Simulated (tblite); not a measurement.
C2H4, charge +1, doublet, at a GFN2-xTB geometry (a state made from the parent by changing its charge; the spin is typed, not shown lowest); GFN1-xTB (tblite).

The tblite input:
```
$ tblite run mol.xyz --method gfn1 --charge 1 --spin 1 --efield 0,0,0.1 --json tblite.json --no-restart

# file mol.xyz
6

C     -0.65225698    -0.04060582     0.00295843
C      0.65225698     0.04060582    -0.00295843
H     -1.33013860     0.73875621     0.37284167
H     -1.23155843    -0.89823292    -0.36122265
H      1.33677212    -0.81125790     0.09455829
H      1.22492491     0.97073461    -0.10617731
```

Predict the main parts of the log of this tblite run.


```
xTB calculator
 | screened Coulomb repulsion
 | Coulomb electrostatics
 |  * isotropic Klopman-Ohno-Mataga-Nishimoto electrostatics
 |  * onsite third-order electrostatics
 | DFT-D3(BJ) dispersion correction
 | Interactions (1)
 | [1] electric field

halogen bonding energy    0.0000000000000E+00 Eh
repulsion energy          1.1749502795194E-01 Eh
dispersion energy        -9.1909931633397E-04 Eh
interaction energy        0.0000000000000E+00 Eh
number of electrons       1.1000000000000E+01 e
integral cutoff           1.9731147476801E+01 bohr

------------------------------------------------------------
  cycle        total energy    energy error   density error
------------------------------------------------------------
      1     -5.743574978563  -5.8601509E+00   3.0570159E-01
      2     -5.743621349070  -4.6370507E-05   1.8266168E-01
      3     -5.743621237468   1.1160243E-07   1.1945848E-03
      4     -5.743622099163  -8.6169531E-07   6.4838831E-05
      5     -5.743622105415  -6.2519367E-09   2.3499165E-05
      6     -5.743622106448  -1.0334045E-09   7.7307045E-06
------------------------------------------------------------

electronic energy        -5.8601980350839E+00 Eh
total energy             -5.7436221064483E+00 Eh

Post processing:
 | Mayer-Wiberg bond orders

[Info] JSON dump of results written to 'tblite.json'
```
